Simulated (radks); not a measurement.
The lead ion Pb2+ inside a hard spherical wall (all orbitals vanish at R), configuration held at [Hg] and not refilled when levels cross. All-electron calculation, scalar-relativistic Kohn-Sham, PBE, spin-polarised, spherical densities, finite nucleus; Fermi nuclear charge, rms radius 5.5012 fm. Program: a radial shooting solver on a logarithmic mesh with Libxc functionals. Eigenvalues in eV for spin up, with the zero of energy where the potential of the charges vanishes at infinity; a dash marks a level that is unbound or too diffuse for the functional's potential to be trusted. A positive occupied level is held by the wall or, in an anion where self-interaction has pushed it up, behind a barrier. The pressure on the wall is -dE/dV.

R (bohr)  E (hartree)  kinetic (hartree)    e(4f)    e(5p)    e(5d)    e(6s)  e(6p, empty)  e(7s, empty)  pressure (GPa)
free      -20875.3237          23577.461  -149.71  -102.62  -37.854  -27.429       -17.177             -               0
12        -20875.3237          23577.461  -149.71  -102.62  -37.854  -27.429       -17.177             -        < 0.0001
10        -20875.3237          23577.461  -149.71  -102.62  -37.854  -27.429       -17.177        -9.027        < 0.0001
8         -20875.3237          23577.461  -149.71  -102.62  -37.854  -27.429       -17.170        -8.556        0.000909
7         -20875.3236          23577.463  -149.71  -102.62  -37.849  -27.424       -17.139        -7.687          0.0131
5         -20875.3124          23577.583  -149.43  -102.35  -37.601  -27.112       -16.211         0.304            2.32
3.5       -20875.0373          23579.460  -146.23  -99.461  -34.898  -22.688        -8.162        34.151             119
3         -20874.4571          23582.721  -141.76  -95.659  -31.184  -15.744         2.434        67.699             510
2         -20865.0499          23625.381  -104.60  -66.043    2.743   57.928        98.007        294.96           16600
